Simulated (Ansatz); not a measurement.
```yaml
atoms:
  - { symbol: N, position_ang: [0.0172, -0.0414, -0.1087] }
  - { symbol: H, position_ang: [0.0186, -0.0073, 0.9618] }
```

Basis set: cc-pVDZ (spherical functions). Left uncorrelated: 1 orbital. Charge 0, multiplicity 3.

Computed with Ansatz (development build ahead of 0.2.0); each method stands on the lowest determinant of its kind that the runs found.

The atomization energy at this shape (free ground-state atoms in the same class of orbitals less the molecule, no zero-point energy) of triplet NH:

```json
{"method": "UHF-MP2", "atomization energy": "2.96 eV"}
```

**Question.** What does UHF give?

**Answer.** 2.04 eV.
